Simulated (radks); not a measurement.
S2+, configuration [He] 2s2 2p5 3s2 3p2 4f1 (not the ground configuration). Method: non-relativistic Kohn-Sham, PBE, spin-unpolarised, spherical densities, point nucleus; computed with a radial shooting solver on a logarithmic mesh with Libxc functionals.

Normalised radial functions P(r) = r R(r), r in bohr:

```
   r/bohr * 2s (the largest magnitude, 1.53, reaches the edge; | marks zero)
 0.003592                             | *
 0.004115                             | *
 0.004753                             |  *
 0.005445                             |  *
 0.006239                             |  *
 0.007147                             |   *
 0.008189                             |   *
 0.009457                             |    *
  0.01083                             |     *
  0.01241                             |     *
  0.01422                             |      *
  0.01629                             |       *
  0.01882                             |        *
  0.02156                             |        *
   0.0247                             |         *
   0.0283                             |          *
  0.03268                             |           *
  0.03744                             |           *
  0.04289                             |            *
  0.04914                             |            *
   0.0563                             |            *
  0.06502                             |           *
   0.0745                             |          *
  0.08535                             |        *
  0.09778                             |      *
    0.112                             |   *
   0.1294                             |*
   0.1482                          *  |
   0.1698                     *       |
   0.1946                 *           |
   0.2229            *                |
   0.2574        *                    |
   0.2949     *                       |
   0.3379   *                         |
   0.3871  *                          |
   0.4435   *                         |
   0.5122     *                       |
   0.5868        *                    |
   0.6723            *                |
   0.7703                *            |
   0.8825                    *        |
    1.019                       *     |
    1.168                          *  |
    1.338                           * |
    1.533                            *|
    1.756                             *
    2.028                             *
    2.323                             *
    2.662                             *
     3.05                             *
    3.522                             *
    4.035                             *
    4.623                             *
    5.296                             *
    6.068                             *
    7.008                             *
    8.028                             *
    9.198                             *
    10.54                             *
    12.07                             *
    13.94                             *
    15.97                             *
     18.3                             *
```

2s: eigenvalue -269.65 eV, 1 radial node at r = 0.133 bohr, <r> = 0.469 bohr, 90 % of the charge inside 0.732 bohr.
